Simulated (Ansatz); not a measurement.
Geometry optimisation of `[AlH2][BH]C[SeH]`.

```yaml
crystal:
  periodic: [false, false, false]
  atoms:
    - {symbol: Al, position_ang: [-0.704284, 1.478514, -0.406710]}
    - {symbol: B, position_ang: [-0.035708, 0.289793, 1.246373]}
    - {symbol: C, position_ang: [0.418524, -1.059700, 0.559907]}
    - {symbol: Se, position_ang: [-0.494659, -1.172946, -1.227443]}
    - {symbol: H, position_ang: [0.463089, 2.167888, -1.289260]}
    - {symbol: H, position_ang: [-2.229828, 1.913628, -0.682557]}
    - {symbol: H, position_ang: [0.121946, 0.391185, 2.453367]}
    - {symbol: H, position_ang: [0.318129, -2.034576, 1.080428]}
    - {symbol: H, position_ang: [1.504663, -0.910280, 0.351529]}
    - {symbol: H, position_ang: [0.721328, -1.114605, -2.082834]}
basis:
  gaussian: {orbitals: def2-TZVP}
hamiltonian: {xc: pbe0, dispersion: d4}
relax: {f_tol: 0.005, max_steps: 150}
```

```sh
$ ansatz run in.yaml --threads 4 --pin off --events-out ev --progress --plain --max-ram 10444MiB
```

Shortened log:

```
Functional definition: PBE0
mean field -73743.79404856 eV, -2710.0344459458 hartree, gradient 3.6e-5 eV, S^2 0.000000; 0 other end points of the search recorded, 0 dependent functions left out
relax step   1: F+E_penalty+E_count = -73743.99430637 eV  Δ(F+E_penalty+E_count) = +0.000e0 eV  max|allowed force component| = 5.287e-1 eV/Å  Δτ_max = 0.0000 Å  (29 SCF iters, accepted)
mean field -73743.82179231 eV, -2710.0354655098 hartree, gradient 7.5e-6 eV, S^2 0.000000; 0 other end points of the search recorded, 0 dependent functions left out
relax step   2: F+E_penalty+E_count = -73744.02316815 eV  Δ(F+E_penalty+E_count) = -2.886e-2 eV  max|allowed force component| = 1.849e-1 eV/Å  Δτ_max = 0.0305 Å  (32 SCF iters, accepted)
mean field -73743.82397803 eV, -2710.0355458335 hartree, gradient 7.3e-6 eV, S^2 0.000000; 0 other end points of the search recorded, 0 dependent functions left out
relax step   3: F+E_penalty+E_count = -73744.02542828 eV  Δ(F+E_penalty+E_count) = -2.260e-3 eV  max|allowed force component| = 5.304e-2 eV/Å  Δτ_max = 0.0158 Å  (33 SCF iters, accepted)
mean field -73743.82442926 eV, -2710.0355624157 hartree, gradient 7.2e-6 eV, S^2 0.000000; 0 other end points of the search recorded, 0 dependent functions left out
relax step   4: F+E_penalty+E_count = -73744.02583462 eV  Δ(F+E_penalty+E_count) = -4.063e-4 eV  max|allowed force component| = 2.431e-2 eV/Å  Δτ_max = 0.0065 Å  (34 SCF iters, accepted)
mean field -73743.82464885 eV, -2710.0355704857 hartree, gradient 7.2e-6 eV, S^2 0.000000; 0 other end points of the search recorded, 0 dependent functions left out
relax step   5: F+E_penalty+E_count = -73744.02596849 eV  Δ(F+E_penalty+E_count) = -1.339e-4 eV  max|allowed force component| = 1.452e-2 eV/Å  Δτ_max = 0.0122 Å  (34 SCF iters, accepted)
mean field -73743.82474787 eV, -2710.0355741243 hartree, gradient 7.2e-6 eV, S^2 0.000000; 0 other end points of the search recorded, 0 dependent functions left out
relax step   6: F+E_penalty+E_count = -73744.02602742 eV  Δ(F+E_penalty+E_count) = -5.893e-5 eV  max|allowed force component| = 7.055e-3 eV/Å  Δτ_max = 0.0086 Å  (34 SCF iters, accepted)
mean field -73743.82476671 eV, -2710.0355748168 hartree, gradient 7.2e-6 eV, S^2 0.000000; 0 other end points of the search recorded, 0 dependent functions left out
relax step   7: F+E_penalty+E_count = -73744.02604482 eV  Δ(F+E_penalty+E_count) = -1.740e-5 eV  max|allowed force component| = 5.798e-3 eV/Å  Δτ_max = 0.0052 Å  (35 SCF iters, accepted)
mean field -73743.82477606 eV, -2710.0355751603 hartree, gradient 7.2e-6 eV, S^2 0.000000; 0 other end points of the search recorded, 0 dependent functions left out
relax step   8: F+E_penalty+E_count = -73744.02605589 eV  Δ(F+E_penalty+E_count) = -1.107e-5 eV  max|allowed force component| = 4.218e-3 eV/Å  Δτ_max = 0.0034 Å  (35 SCF iters, accepted)
mean field -73743.82477677 eV, -2710.0355751867 hartree, gradient 7.2e-6 eV, S^2 0.000000; 0 other end points of the search recorded, 0 dependent functions left out
relax step   9: F+E_penalty+E_count = -73744.02607284 eV  Δ(F+E_penalty+E_count) = -1.696e-5 eV  max|allowed force component| = 4.011e-3 eV/Å  Δτ_max = 0.0064 Å  (35 SCF iters, accepted)
mean field -73743.82476703 eV, -2710.0355748286 hartree, gradient 7.2e-6 eV, S^2 0.000000; 0 other end points of the search recorded, 0 dependent functions left out
relax step  10: F+E_penalty+E_count = -73744.02608616 eV  Δ(F+E_penalty+E_count) = -1.332e-5 eV  max|allowed force component| = 4.539e-3 eV/Å  Δτ_max = 0.0076 Å  (35 SCF iters, accepted)
mean field -73743.82473768 eV, -2710.0355737499 hartree, gradient 7.2e-6 eV, S^2 0.000000; 0 other end points of the search recorded, 0 dependent functions left out
relax step  11: F+E_penalty+E_count = -73744.02608077 eV  Δ(F+E_penalty+E_count) = +5.395e-6 eV  max|allowed force component| = 1.021e-2 eV/Å  Δτ_max = 0.0098 Å  (34 SCF iters, rejected (line search))
mean field -73743.82476344 eV, -2710.0355746966 hartree, gradient 7.2e-6 eV, S^2 0.000000; 0 other end points of the search recorded, 0 dependent functions left out
relax step  12: F+E_penalty+E_count = -73744.02609579 eV  Δ(F+E_penalty+E_count) = -9.624e-6 eV  max|allowed force component| = 3.771e-3 eV/Å  Δτ_max = 0.0048 Å  (35 SCF iters, accepted)
mean field -73743.82476344 eV, -2710.0355746966 hartree, gradient 7.2e-6 eV, S^2 0.000000; 1 other end points of the search recorded, 0 dependent functions left out
Total energy: -73744.02613276 eV, -2710.0429748826 hartree
Atom 0 at    -0.691411     1.480226    -0.408464 Å, force    -0.000584    -0.001436    -0.000589 eV/Å
Atom 1 at    -0.036079     0.287152     1.242499 Å, force    -0.003356    -0.001498     0.000417 eV/Å
Atom 2 at     0.429707    -1.049733     0.552860 Å, force     0.002225     0.002053    -0.003771 eV/Å
Atom 3 at    -0.487486    -1.148262    -1.199499 Å, force    -0.001616    -0.000502     0.002607 eV/Å
Atom 4 at     0.465720     2.170311    -1.272815 Å, force     0.000936     0.000826    -0.000084 eV/Å
Atom 5 at    -2.208849     1.894525    -0.675080 Å, force     0.000753     0.000373     0.000436 eV/Å
Atom 6 at     0.085263     0.371038     2.433340 Å, force     0.001157     0.000191    -0.000378 eV/Å
Atom 7 at     0.334642    -2.007284     1.067580 Å, force    -0.000120     0.000418     0.000151 eV/Å
Atom 8 at     1.494566    -0.896958     0.331679 Å, force    -0.000497    -0.000750     0.000522 eV/Å
Atom 9 at     0.697126    -1.152114    -2.069300 Å, force     0.001103     0.000325     0.000689 eV/Å
Dipole moment:     0.344744    -0.574215     0.051795 e Å
```

Hardware: 4 threads of an Arm Neoverse V2 on a shared host. Wall time 42 s, peak host memory 0.49 GiB.
